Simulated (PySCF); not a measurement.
SMILES c1(ccc(cc1)C=O)-c1sccc1 (C11H8OS) (GFN2-xTB optimised geometry):

```
21

O     -3.427    -3.761     0.000
C     -2.225    -3.664     0.000
C     -1.474    -2.408     0.000
C     -2.151    -1.185     0.000
C     -1.456     0.002     0.000
C     -0.054     0.009     0.000
C      0.687     1.249     0.000
C      0.216     2.538     0.000
C      1.235     3.508     0.000
C      2.479     2.960     0.000
S      2.431     1.248     0.000
C      0.617    -1.220     0.000
C     -0.079    -2.408     0.000
H     -1.581    -4.567     0.000
H     -3.230    -1.196     0.000
H     -1.997     0.934     0.000
H     -0.828     2.793     0.000
H      1.050     4.567     0.000
H      3.427     3.459     0.000
H      1.697    -1.229     0.000
H      0.455    -3.348     0.000
```

Method: CAM-B3LYP/def2-SVP run with PySCF.

**Question.** What are the frontier orbital energies and the dipole moment?

**Answer.** HOMO-2 -8.79 eV, HOMO-1 -8.73 eV, HOMO -7.52 eV, LUMO -1.05 eV, LUMO+1 0.69 eV; dipole moment 3.72 D.

On the same geometry PBE/def2-SVP run with PySCF 2.14.0 gives HOMO-2 -6.52 eV, HOMO-1 -5.61 eV, HOMO -5.57 eV, LUMO -2.85 eV, LUMO+1 -1.41 eV; dipole moment 4.01 D.

Meta-Löwdin charges at CAM-B3LYP/def2-SVP: O1 -0.39, C2 0.27, C3 -0.05, C4 -0.07, C5 -0.11, C6 0.03, C7 -0.11, C8 -0.13, C9 -0.13, C10 -0.22, S11 0.25, C12 -0.12, C13 -0.08, H14 0.06, H15 0.12, H16 0.11, H17 0.11, H18 0.12, H19 0.13, H20 0.10, H21 0.11.
